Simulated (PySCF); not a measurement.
SeCl4, SMILES [Se](Cl)(Cl)(Cl)Cl. Atoms are numbered in the order given.

```xyz
5

Se     0.0000     0.0000     0.4307
Cl     1.6880     0.0000    -0.9260
Cl     0.0000     2.3264     0.4954
Cl    -1.6880     0.0000    -0.9260
Cl     0.0000    -2.3264     0.4954
```

Geometry optimised at PBE0-D3(BJ)/def2-SVP. The isomer is the one that the SMILES or the coordinates give; other isomers of the formula were not compared.

The numbers are results of PySCF with PBE/def2-TZVP, not measurements.

Atomic charges (e):

```json
[
 {"atom": "Se1", "meta-Löwdin": "0.95", "Löwdin": "(withheld)"},
 {"atom": "Cl2", "meta-Löwdin": "-0.12", "Löwdin": "(withheld)"},
 {"atom": "Cl3", "meta-Löwdin": "-0.35", "Löwdin": "(withheld)"},
 {"atom": "Cl4", "meta-Löwdin": "-0.12", "Löwdin": "(withheld)"},
 {"atom": "Cl5", "meta-Löwdin": "-0.35", "Löwdin": "(withheld)"}
]
```

Question: Fill in the missing entries. (Estimate from the structure and the level; the computed values follow.)

Answer: 
- Se1, Löwdin: -0.03
- Cl2, Löwdin: 0.13
- Cl3, Löwdin: -0.11
- Cl4, Löwdin: 0.13
- Cl5, Löwdin: -0.11

Question: Give the Mayer and Wiberg (Löwdin basis) orders of the bonds. (Estimate from the structure and the level; the computed values follow.)

Answer: 
| bond | Mayer | Wiberg |
|---|---|---|
| Se1–Cl2 | 1.11 | 1.61 |
| Se1–Cl3 | 0.89 | 1.33 |
| Se1–Cl4 | 1.11 | 1.61 |
| Se1–Cl5 | 0.89 | 1.33 |
